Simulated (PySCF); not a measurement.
PySCF 2.14 output of an unrestricted r2SCAN calculation on a single atom or ion in pcseg-2, with the non-relativistic Hamiltonian (point nucleus):

```
SCF conv_tol = 1e-09
number electrons alpha = 13  beta = 10
    J. W. Furness, A. D. Kaplan, J. Ning, J. P. Perdew, and J. Sun.,  J. Phys. Chem. Lett. 11, 8208-8215 (2020)
    J. W. Furness, A. D. Kaplan, J. Ning, J. P. Perdew, and J. Sun.,  J. Phys. Chem. Lett. 11, 9248-9248 (2020)
    J. W. Furness, A. D. Kaplan, J. Ning, J. P. Perdew, and J. Sun.,  J. Phys. Chem. Lett. 11, 8208-8215 (2020)
    J. W. Furness, A. D. Kaplan, J. Ning, J. P. Perdew, and J. Sun.,  J. Phys. Chem. Lett. 11, 9248-9248 (2020)
cycle= 1 E= -943.862320517225  delta_E= -0.00873  |g|= 0.0336  |ddm|= 0.269
cycle= 2 E= -943.862318280761  delta_E= 2.24e-06  |g|= 0.033  |ddm|= 0.0947
cycle= 3 E= -943.862713638102  delta_E= -0.000395  |g|= 0.0024  |ddm|= 0.0346
cycle= 4 E= -943.862716763438  delta_E= -3.13e-06  |g|= 0.000174  |ddm|= 0.00897
cycle= 5 E= -943.862716882885  delta_E= -1.19e-07  |g|= 2.81e-05  |ddm|= 0.00274
cycle= 6 E= -943.862716886321  delta_E= -3.44e-09  |g|= 6.13e-06  |ddm|= 0.000514
cycle= 7 E= -943.862716886349  delta_E= -2.82e-11  |g|= 1.09e-07  |ddm|= 3.8e-05
converged SCF energy = -943.862716886349  <S^2> = 3.7686787  2S+1 = 4.0093285
```

The run itself started from symmetry-adapted Hartree-Fock orbitals and held the occupation by maximum overlap, on a logarithmic radial grid, so the iterations belong to that start.

Problem. Which element, charge and spin multiplicity is this?

Solution. V (vanadium, neutral), multiplicity 4; the state was [Ar] 3d3 4s2, high-spin 4F determinant.
